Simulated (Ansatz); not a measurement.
CF2 (SMILES F[C]F) moved off its minimum; all values from Ansatz (a first-principles code), cores frozen in correlated methods. Open shells are unrestricted.
(charge 0, multiplicity 3)
```xyz
3

F     -1.1350    -0.2483     0.0496
C     -0.0440     0.4569    -0.0451
F      1.1599    -0.0692    -0.0212
```

```tsv
level	largest force (eV/Å)	on atom	rms difference from CCSD(T)/aug-cc-pVTZ (eV/Å)	dipole (D)
HF/def2-TZVPP	1.23	F3	0.684	0.68
PBE/def2-TZVPP	1.32	C2	0.181	0.09
r2SCAN/def2-TZVPP	1.11	C2	0.028	0.24
B3LYP/def2-TZVPP	1.04	C2	0.056	0.23
wB97M-V/def2-TZVPP	0.94	C2	0.139	0.21
MP2/aug-cc-pVTZ	1.11	C2	0.048	0.38
CCSD(T)/aug-cc-pVTZ	1.17	C2	0.000	0.32
```

The differences count from one level among others, with limits of its own. Forces at CCSD(T)/aug-cc-pVTZ (eV/Å):

```json
[
 {"atom": "F1", "Fx": "-0.335", "Fy": "-0.687", "Fz": "0.075"},
 {"atom": "C2", "Fx": "0.303", "Fy": "1.128", "Fz": "-0.118"},
 {"atom": "F3", "Fx": "0.032", "Fy": "-0.441", "Fz": "0.043"}
]
```
